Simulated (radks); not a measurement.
Results of a calculation; reference values are marked as such.
Question: All-electron atom: Sm I in [Xe] 4f6 6s2. Level of theory: scalar-relativistic Kohn-Sham, exchange-only B88, spin-polarised, spherical densities, finite nucleus; open shells are filled with parallel spins first (spin-orbit coupling, left out, can overturn this in heavy ions); Fermi nuclear charge, rms radius 5.0819 fm (a radial shooting solver on a logarithmic mesh with Libxc functionals). Some entries of the table are withheld. Estimate them.

| orbital | occ. | eigenvalue (eV) | <r^2> (bohr^2) | r(max) (bohr) |
|---|---|---|---|---|
| 1s up | 1 | -46676.33 | 0.0007048 | 0.01449 |
| 1s down | 1 | -46676.32 | 0.0007048 | 0.01449 |
| 2s up | 1 | -7625.884 | 0.01111 | 0.08215 |
| 2s down | 1 | -7625.859 | 0.01111 | 0.08215 |
| 2p up | 3 | -6803.290 | 0.008916 | 0.06634 |
| 2p down | 3 | -6803.273 | 0.008915 | 0.06634 |
| 3s up | 1 | -1669.740 | 0.07432 | 0.2337 |
| 3s down | 1 | -1667.828 | 0.07421 | 0.2336 |
| 3p up | 3 | -1412.543 | 0.07442 | 0.2291 |
| 3p down | 3 | -1410.642 | 0.07429 | 0.2290 |
| 3d up | 5 | -1063.874 | 0.06282 | 0.1877 |
| 3d down | 5 | -1062.410 | 0.06266 | 0.1876 |
| 4s up | 1 | -332.1701 | 0.3789 | 0.5395 |
| 4s down | 1 | -327.1948 | 0.3786 | 0.5392 |
| 4p up | 3 | -247.6719 | 0.4282 | 0.5630 |
| 4p down | 3 | -242.6853 | 0.4279 | 0.5626 |
| 4d up | 5 | -129.1095 | (1) | (2) |
| 4d down | 5 | -124.1197 | (3) | (4) |
| 5s up | 1 | -43.3259 | 2.217 | (5) |
| 5s down | 1 | -40.2492 | 2.296 | (6) |
| 5p up | 3 | -23.0744 | 3.109 | 1.426 |
| 5p down | 3 | -20.7499 | 3.285 | 1.451 |
| 6s up | 1 | -3.1111 | 21.49 | 3.619 |
| 6s down | 1 | -2.8245 | 23.73 | 3.789 |
| 4f up | 6 | -2.7810 | 1.386 | 0.6136 |

Answer: 
(1) 4d up <r^2> (bohr^2): 0.5228
(2) 4d up r(max) (bohr): 0.5876
(3) 4d down <r^2> (bohr^2): 0.5237
(4) 4d down r(max) (bohr): 0.5870
(5) 5s up r(max) (bohr): 1.256
(6) 5s down r(max) (bohr): 1.270
